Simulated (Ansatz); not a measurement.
One geometry of CHFSSe, SMILES `FC(S)=[Se]`, several functionals.

```yaml
crystal:
  periodic: [false, false, false]
  atoms:
    - {symbol: F, position_ang: [-0.791915, -0.414917, 1.031803]}
    - {symbol: C, position_ang: [-0.378649, -0.195724, -0.210591]}
    - {symbol: S, position_ang: [1.175455, 0.544311, -0.288524]}
    - {symbol: Se, position_ang: [-1.337638, -0.625727, -1.615494]}
    - {symbol: H, position_ang: [1.382647, 0.618358, 1.041406]}
basis:
  gaussian: {orbitals: def2-TZVPP}
hamiltonian: {xc: pbe, dispersion: d4}
output: {forces: true, orbitals: {seedname: orbitals}}
```

```sh
$ ansatz run in.yaml --threads 4 --pin off --events-out ev --progress --plain
```

Output, abridged:

```
Functional definition: PBE
1066 factors; their error is unknown
mean field evaluation 1: about -79935.5441 eV, gradient 3.7e1 eV
mean field evaluation 2: about -79922.9455 eV, gradient 7.7e1 eV
mean field evaluation 4: about -79938.1669 eV, gradient 7.5e0 eV
mean field evaluation 8: about -79938.3530 eV, gradient 1.1e-1 eV
mean field evaluation 16: about -79938.3164 eV, gradient 5.8e-4 eV
mean field -79938.31643054 eV, -2937.6789446853 hartree, gradient 6.0e-5 eV, S^2 0.000000; 0 other end points of the search recorded, 0 dependent functions left out
reference -79938.31646007 eV, -2937.6789457705 hartree; 33, 33 occupied and 133, 133 virtual orbitals, 1066 factors
Total energy: -79938.44906111 eV, -2937.6838187690 hartree
Atom 0 at    -0.791915    -0.414917     1.031803 Å, force    -0.309114    -0.163261     0.891276 eV/Å
Atom 1 at    -0.378649    -0.195724    -0.210591 Å, force     0.259492     0.129523    -0.337842 eV/Å
Atom 2 at     1.175455     0.544311    -0.288524 Å, force     0.291752     0.144756    -0.332734 eV/Å
Atom 3 at    -1.337638    -0.625727    -1.615494 Å, force    -0.317294    -0.141305    -0.517317 eV/Å
Atom 4 at     1.382647     0.618358     1.041406 Å, force     0.075164     0.030287     0.296616 eV/Å
Dipole moment:     0.363520     0.167544     0.284522 e Å
```

It took 2.1 s on 4 threads of a server CPU on a shared host, with 0.2 GiB of host memory at the peak.

With the line `hamiltonian: {xc: {name: wB97M-V}}` (abridged; 9.5 s):

```
Functional definition: wB97M-V
mean field evaluation 16: about -79951.0697 eV, gradient 3.2e-5 eV
mean field -79951.06972074 eV, -2938.1476194557 hartree, gradient 3.2e-5 eV, S^2 0.000000
Total energy: -79951.06975629 eV, -2938.1476207620 hartree
Atom 0 force    -0.048812    -0.025699     0.136040 eV/Å
Atom 1 force    -0.131284    -0.058298    -0.223263 eV/Å
Atom 2 force     0.208008     0.096708     0.116481 eV/Å
Atom 3 force     0.030470     0.012692     0.097794 eV/Å
Atom 4 force    -0.058383    -0.025403    -0.127052 eV/Å
Dipole moment:     0.387923     0.179115     0.285999 e Å
```

Changing it to `hamiltonian: {xc: lda}` and no forces (abridged; 1.1 s):

```
Functional definition: SPW92
mean field evaluation 16: about -79799.6272 eV, gradient 2.6e-4 eV
mean field -79799.62724786 eV, -2932.5822112288 hartree, gradient 4.6e-5 eV, S^2 0.000000
Total energy: -79799.62727553 eV, -2932.5822122455 hartree
```

With the line `hamiltonian: {xc: {name: B2PLYP}}` and no forces (abridged; 4.6 s):

```
Functional definition: B2PLYP
mean field evaluation 16: about -79932.6777 eV, gradient 4.3e-4 eV
mean field -79932.67774974 eV, -2937.4717269880 hartree, gradient 3.1e-6 eV, S^2 0.000000
16 core orbitals not correlated: weight in the atoms' cores, before any rotation towards them, 1.000 or more for the frozen orbitals, at most 0.000 for the correlated occupied ones
second order -28.23554581 eV of doubles, -0.00000000 eV of singles
Total energy: -79940.30147842 eV, -2937.7518938496 hartree
```

With the line `hamiltonian: {xc: {name: B97M-V}}` and no forces (abridged; 9 s):

```
Functional definition: B97M-V
mean field evaluation 16: about -79940.6831 eV, gradient 6.7e-4 eV
mean field -79940.68309922 eV, -2937.7659181552 hartree, gradient 6.0e-5 eV, S^2 0.000000
Total energy: -79940.68314314 eV, -2937.7659197692 hartree
```

Changing it to `hamiltonian: {xc: r2scan, dispersion: d4}` (abridged; 4.6 s):

```
Functional definition: r2SCAN
mean field evaluation 16: about -79953.6988 eV, gradient 3.1e-4 eV
mean field -79953.69879353 eV, -2938.2442360987 hartree, gradient 2.0e-5 eV, S^2 0.000000
Total energy: -79953.72710968 eV, -2938.2452766981 hartree
Atom 0 force    -0.128741    -0.069169     0.434917 eV/Å
Atom 1 force     0.117707     0.061103    -0.281282 eV/Å
Atom 2 force     0.110656     0.052909    -0.018019 eV/Å
Atom 3 force    -0.124750    -0.056015    -0.178199 eV/Å
Atom 4 force     0.025128     0.011173     0.042582 eV/Å
Dipole moment:     0.388257     0.178894     0.306695 e Å
```
